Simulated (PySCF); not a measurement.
Bi(Me)2(SiH3) (C₂H₉BiSi), SMILES [CH3][Bi]([CH3])[SiH3].

Geometry optimised at B3LYP-D3(BJ)/def2-SVP. The structure was generated by enumeration; whether it is a known compound was not checked. The def2 effective core potentials stand for the cores of Bi; spin–orbit coupling is left out.

All values below come from TDDFT-PBE/def2-SVPD (PySCF).

Vertical excitations. Isolated molecule, no solvent. State labels are in the subgroup Cs.

Computed UV-visible absorptions:
```tsv
state	symmetry	energy (eV)	λ (nm)	f	main pairs
S1	A"	4.98	249	0.019	HOMO→LUMO+1 95 %
S2	A'	5.14	241	0.113	HOMO→LUMO 77 %, HOMO−1→LUMO 16 %
S3	A'	5.28	235	0.054	HOMO→LUMO+2 95 %
S4	A"	5.63	220	0.022	HOMO−1→LUMO+1 62 %, HOMO−2→LUMO 29 %
S5	A'	5.73	216	0.033	HOMO→LUMO+3 51 %, HOMO−1→LUMO 41 %
S6	A'	5.84	212	0.033	HOMO−1→LUMO+2 37 %, HOMO→LUMO+3 25 %, HOMO−2→LUMO+1 25 %, HOMO−1→LUMO 9 %
S7	A"	5.87	211	0.008	HOMO−2→LUMO 66 %, HOMO−1→LUMO+1 18 %, HOMO−2→LUMO+2 12 %
S8	A'	6.05	205	0.274	HOMO−1→LUMO+2 24 %, HOMO−1→LUMO 24 %, HOMO→LUMO+3 20 %, HOMO→LUMO 9 %
S9	A"	6.35	195	0.001	HOMO→LUMO+4 81 %, HOMO−2→LUMO+2 17 %
S10	A'	6.38	194	0.035	HOMO→LUMO+5 37 %, HOMO−1→LUMO+3 26 %, HOMO−2→LUMO+1 24 %, HOMO−1→LUMO+2 9 %
T1	A'	4.30	288	0	HOMO→LUMO 96 %
T2	A"	4.45	279	0	HOMO→LUMO+1 96 %
T3	A'	4.79	259	0	HOMO→LUMO+2 79 %
T4	A"	5.10	243	0	HOMO−1→LUMO+1 89 %
```
Triplets are in the Tamm–Dancoff approximation, which puts them higher than full response would, so one can lie above its singlet here.
